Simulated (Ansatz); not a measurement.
`C[CH2][In]([Cl])[Cl]` + `CCCC(=O)O` → `CCCC(=O)OC` + `[CH3][In]([Cl])[Cl]`  (substitution at a C–C bond)

Gas-phase electronic energies from Ansatz, PBE0-D4/def2-TZVP geometries. CCSD(T)/CBS adds triple-zeta CCSD(T) − MP2 to the extrapolated MP2 energy (def2 sets, frozen cores). Functionals use def2-TZVPP. def2 core potentials past Kr. For In outer-core shells are correlated without core-valence functions, which leaves a few kJ/mol of doubt a bond. Each species was taken in one conformer, which may not be the lowest.

```
             level  ΔE (kcal/mol)
            PBE-D4            7.3
           PBE0-D4            7.2
            B2PLYP            6.1
               PBE            6.8
              PBE0            6.7
SCS-MP2/def2-TZVPP            7.0
    MP2/def2-QZVPP            8.4
    CCSD/CBS(def2)            7.3
```

Q: What does CCSD(T)/CBS give? (Best estimate.)

A: Computed: +7.4 kcal/mol. The listed levels differ from it by -0.1, -0.2, -1.3, -0.6, -0.7, -0.4, 1.0, -0.1 kcal/mol.

Largest T1 diagnostic among the species: 0.013.

The D4 term adds +0.8 kcal/mol with B3LYP and +0.5 kcal/mol with PBE0; it sums over pairs of atoms, weighted by their polarisabilities, and B3LYP, whose exchange is more repulsive, gets the larger term. In def2-TZVPP, CCSD(T) changes the Hartree–Fock value by +2.9 kcal/mol (the triples alone add +0.2 kcal/mol) and MP2 by +4.2 kcal/mol.

B3LYP here is the variant with VWN-RPA as its local correlation; programs differ in this.
